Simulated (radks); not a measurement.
Results of a calculation; reference values are marked as such.
All-electron atom: Bi I in [Hg] 6p3.

Level of theory: Dirac Kohn-Sham, PBE, spin-unpolarised, spherical densities, finite nucleus; open shells fill j = l - 1/2 first; Fermi nuclear charge, rms radius 5.5211 fm (a radial shooting solver on a logarithmic mesh with Libxc functionals).

Energy parts (eV):
| part | energy |
|---|---|
| total | -587084.03 |
| kinetic | 685723.47 |
| electron-nucleus | -1487822.70 |
| Hartree | 225860.30 |
| exchange-correlation | -10845.11 |

Orbitals (lengths in bohr, moments of r in powers of bohr; <r^-3> diverges for s and p1/2; r(max) is where P^2 peaks):
orbital,occ.,eigenvalue (eV),r(max),<r^4>,<r>,<r^-3>,small-component weight
1s1/2,2,-90450.36,0.009661,3.333e-07,0.01580,-,1.00e-01
2s1/2,2,-16237.42,0.05643,0.00004750,0.06579,-,2.32e-02
2p1/2,2,-15608.15,0.04119,0.00002789,0.05388,-,2.33e-02
2p3/2,4,-13288.75,0.04902,0.00004565,0.06293,24410,2.05e-02
3s1/2,2,-3918.369,0.1588,0.001711,0.1710,-,7.84e-03
3p1/2,2,-3632.270,0.1478,0.001478,0.1615,-,7.79e-03
3p3/2,4,-3112.968,0.1636,0.002122,0.1780,5794,6.95e-03
3d3/2,4,-2641.408,0.1269,0.001385,0.1545,1019,6.84e-03
3d5/2,6,-2531.297,0.1312,0.001542,0.1595,826.8,6.61e-03
4s1/2,2,-898.5698,0.3564,0.03717,0.3770,-,2.71e-03
4p1/2,2,-773.8246,0.3537,0.03902,0.3778,-,2.62e-03
4p3/2,4,-645.8550,0.3855,0.05504,0.4124,1435,2.29e-03
4d3/2,4,-442.2963,0.3763,0.06285,0.4161,229.8,2.09e-03
4d5/2,6,-418.4071,0.3859,0.06956,0.4271,182.1,2.01e-03
4f5/2,6,-154.2766,0.3399,0.1014,0.4381,40.64,1.65e-03
4f7/2,8,-148.7865,0.3444,0.1072,0.4442,38.46,1.62e-03
5s1/2,2,-156.2869,0.7719,0.8625,0.8320,-,7.44e-04
5p1/2,2,-113.0063,0.8073,1.152,0.8856,-,6.57e-04
5p3/2,4,-88.3733,0.8833,1.707,0.9752,272.2,5.53e-04
5d3/2,4,-27.9896,1.017,4.912,1.212,29.56,3.62e-04
5d5/2,6,-24.9995,1.047,5.752,1.257,22.76,3.39e-04
6s1/2,2,-13.8402,1.879,46.30,2.190,-,1.14e-04
6p1/2,2,-5.5601,2.247,141.4,2.787,-,6.76e-05
6p3/2,1,-3.7103,2.582,276.4,3.262,18.69,4.81e-05

The highest occupied level is 6p3/2 at -3.710 eV. Summed over all electrons, <r^2> = 74.10 bohr^2, which gives a Langevin (diamagnetic) susceptibility term of -58.7 x 10^-6 cm^3/mol. The density falls to 0.001 e/bohr^3 at r = 4.70 bohr. The electron density at the nucleus is 2.969e+06 e/bohr^3. For comparison, the ionisation energy in NIST's Atomic Spectra Database is 7.286 eV (measured). In exact Kohn-Sham theory the highest level is minus the ionisation energy, but local and semilocal functionals leave it too shallow, through self-interaction and a potential that decays too fast; potentials with the right tail come closer.

Beside tabulated values, note that spin-unpolarised runs miss the spin-polarisation part of the exchange energy of open shells.
